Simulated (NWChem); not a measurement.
System: CBr₃F; SMILES C(Br)(Br)(Br)F

Input file for NWChem:

```
start job
memory heap 200 mb stack 900 mb global 1100 mb
geometry units angstroms noautoz
  F      0.000000     0.000000     1.765625
  C      0.000000     0.000000     0.441353
  Br     1.756799     0.532096    -0.174110
  Br    -1.339208     1.255384    -0.174110
  Br    -0.417591    -1.787480    -0.174110
end
basis spherical
  * library def2-tzvp
end
dft
  xc b3lyp
  iterations 150
  semidirect filesize 400000000
  mulliken
end
task dft energy
```

Parts of the log:

```
             Northwest Computational Chemistry Package (NWChem) 7.3.0
             --------------------------------------------------------

 C3  symmetry detected

                             Geometry "geometry" -> ""
                             -------------------------

 Output coordinates in angstroms (scale by  1.889725989 to convert to a.u.)

  No.       Tag          Charge          X              Y              Z
 ---- ---------------- ---------- -------------- -------------- --------------
    1 F                    9.0000     0.00000000     0.00000000     1.76348173
    2 C                    6.0000     0.00000000     0.00000000     0.43920973
    3 Br                  35.0000     0.02614057    -1.83542483    -0.17625328
    4 Br                  35.0000     1.57645424     0.94035082    -0.17625328
    5 Br                  35.0000    -1.60259482     0.89507401    -0.17625328

 Effective nuclear repulsion energy (a.u.)     992.6976985236

      Symmetry information
      --------------------

 Group name             C3
 Group number              5
 Group order               3
 No. of unique centers     3

                                 NWChem DFT Module
                                 -----------------

 Summary of "ao basis" -> "ao basis" (spherical)
 ------------------------------------------------------------------------------
       Tag                 Description            Shells   Functions and Types
 ---------------- ------------------------------  ------  ---------------------
 F                         def2-tzvp                11       31   5s3p2d1f
 C                         def2-tzvp                11       31   5s3p2d1f
 Br                        def2-tzvp                16       48   6s5p4d1f

      Symmetry analysis of basis
      --------------------------

        a          74
        e+         66
        e-         66

  Rotation of axis

            General Information
            -------------------
          SCF calculation type: DFT
          Wavefunction type:  closed shell.
          No. of atoms     :     5
          No. of electrons :   120
           Alpha electrons :    60
            Beta electrons :    60
          Charge           :     0
          Spin multiplicity:     1
          Use of symmetry is: on ; symmetry adaption is: on
          Maximum number of iterations: 150
          AO basis - number of functions:   206
                     number of shells:    70
          Convergence on energy requested:  1.00D-06
          Convergence on density requested:  1.00D-05
          Convergence on gradient requested:  5.00D-04

              XC Information
              --------------
                         B3LYP Method XC Potential
                     Hartree-Fock (Exact) Exchange  0.200
                        Slater Exchange Functional  0.800 local
                    Becke 1988 Exchange Functional  0.720 non-local
              Lee-Yang-Parr Correlation Functional  0.810
                  VWN I RPA Correlation Functional  0.190 local

             Grid Information
             ----------------
          Grid used for XC integration:  medium
          Radial quadrature: Mura-Knowles
          Angular quadrature: Lebedev.
          Tag              B.-S. Rad. Rad. Pts. Rad. Cut. Ang. Pts.
          ---              ---------- --------- --------- ---------
          F                   0.50       49           8.0       434
          C                   0.70       49           8.0       434
          Br                  1.15      112          10.0       590
          Grid pruning is: on
          Number of quadrature shells:   210
          Spatial weights used:  Erf1

      Superposition of Atomic Density Guess
      -------------------------------------

 Sum of atomic energies:       -7854.28640679

      Non-variational initial energy
      ------------------------------

 Total energy =   -7855.421848
 1-e energy   =  -12919.837110
 2-e energy   =    4071.717564
 HOMO         =      -0.340653
 LUMO         =      -0.034271

      Symmetry analysis of molecular orbitals - initial
      -------------------------------------------------

  Numbering of irreducible representations:

     1 a           2 e+          3 e-

  Orbital symmetries:

     1 e+          2 e+          3 a           4 a           5 e+
     6 e+          7 a           8 e+          9 e+         10 a
    11 e+         12 e+         13 a          14 e+         15 e+
    16 a          17 a          18 a          19 e+         20 e+
    21 a          22 e+         23 e+         24 e+         25 e+
    26 a          27 a          28 e+         29 e+         30 a
    31 e+         32 e+         33 a          34 e+         35 e+
    36 e+         37 e+         38 a          39 a          40 e+
    41 e+         42 e+         43 e+         44 a          45 a
    46 a          47 e+         48 e+         49 a          50 e+
    51 e+         52 a          53 e+         54 e+         55 a
    56 e+         57 e+         58 e+         59 e+         60 a
    61 a          62 e+         63 e+         64 a          65 a
    66 e+         67 e+         68 a          69 e+         70 e+

------------------------------------------------------------
EAF file 0: "./job.aoints.0" size=232259584 bytes
------------------------------------------------------------
               write      read    awrite     aread      wait
               -----      ----    ------     -----      ----
     calls:      443         0         0         0         0
   data(b): 2.32e+08  0.00e+00  0.00e+00  0.00e+00
   time(s): 0.00e+00  0.00e+00  0.00e+00  0.00e+00  0.00e+00
rate(mb/s): 0.00e+00  0.00e+00
------------------------------------------------------------

     ---------------------------------------------
      Total Density - Mulliken Population Analysis
     ---------------------------------------------

    Atom       Charge   Shell Charges
 -----------   ------   -------------------------------------------------------
    1 F    9     9.31   0.77  1.20  0.61  1.00  0.31  2.31  2.29  0.81  0.00  0.01  0.00
    2 C    6     4.93   0.85  1.13  0.44  0.64  0.03  0.63  0.88  0.11  0.03  0.17  0.01
    3 Br  35    35.25   2.00  2.00  1.16  0.78  1.01  0.97  6.00  5.94  1.28  2.83  1.24  8.98  1.02 -0.01  0.04  0.00
    4 Br  35    35.25   2.00  2.00  1.16  0.78  1.01  0.97  6.00  5.94  1.28  2.83  1.24  8.98  1.02 -0.01  0.04  0.00
    5 Br  35    35.25   2.00  2.00  1.16  0.78  1.01  0.97  6.00  5.94  1.28  2.83  1.24  8.98  1.02 -0.01  0.04  0.00

   convergence    iter        energy       DeltaE   RMS-Dens  Diis-err
 ---------------- ----- ----------------- --------- --------- ---------
 d= 0,ls=0.0,diis     1  -7860.2711797023 -8.85D+03  8.82D-03  3.17D+00
 d= 0,ls=0.0,diis     2  -7859.4070858895  8.64D-01  6.80D-03  1.12D+01
 d= 0,ls=0.0,diis     3  -7860.5135279846 -1.11D+00  1.28D-03  1.12D-01
 d= 0,ls=0.0,diis     4  -7860.5231072009 -9.58D-03  5.18D-04  4.42D-02
 d= 0,ls=0.0,diis     5  -7860.5276674281 -4.56D-03  1.08D-04  4.98D-03
  Resetting Diis
 d= 0,ls=0.0,diis     6  -7860.5280053112 -3.38D-04  1.45D-05  2.26D-05
 d= 0,ls=0.0,diis     7  -7860.5280075423 -2.23D-06  7.61D-06  1.22D-06
 d= 0,ls=0.0,diis     8  -7860.5280074491  9.32D-08  3.96D-06  2.24D-06

         Total DFT energy =    -7860.528007449117
      One electron energy =   -12917.579791536333
           Coulomb energy =     4354.271150176710
    Exchange-Corr. energy =     -289.917064613104
 Nuclear repulsion energy =      992.697698523610

 Numeric. integr. density =      119.999999413653

                  Occupations of the irreducible representations
                  ----------------------------------------------

                     irrep           alpha         beta
                     --------     --------     --------
                     a                22.0         22.0
                     e+               38.0         38.0
                     e-                0.0          0.0

                       DFT Final Molecular Orbital Analysis
                       ------------------------------------

 Vector   58  Occ=2.000000D+00  E=-3.092766D-01  Symmetry=e+
              MO Center= -5.6D-01, -9.3D-02, -1.2D-01, r^2= 4.6D+00
   Bfn.  Coefficient  Atom+Function         Bfn.  Coefficient  Atom+Function
  ----- ------------  ---------------      ----- ------------  ---------------
   176      0.329470  5 Br pz                80     -0.264488  3 Br pz
   170     -0.228142  5 Br pz               173      0.211877  5 Br pz
   179      0.202186  5 Br pz                74      0.183145  3 Br pz
    77     -0.170088  3 Br pz                83     -0.162308  3 Br pz
    79      0.145039  3 Br py               175      0.141391  5 Br py

 Vector   59  Occ=2.000000D+00  E=-3.092766D-01  Symmetry=e+
              MO Center=  5.6D-01,  9.3D-02, -1.2D-01, r^2= 4.6D+00
   Bfn.  Coefficient  Atom+Function         Bfn.  Coefficient  Atom+Function
  ----- ------------  ---------------      ----- ------------  ---------------
   128      0.342922  4 Br pz               122     -0.237457  4 Br pz
    80     -0.227737  3 Br pz               125      0.220527  4 Br pz
   131      0.210441  4 Br pz                74      0.157697  3 Br pz
    77     -0.146454  3 Br pz               126      0.146090  4 Br px
    83     -0.139755  3 Br pz               174      0.139290  5 Br px

[...]
```

Level: B3LYP/def2-TZVP. Structure relaxed at the PBE0/def2-SVP level.
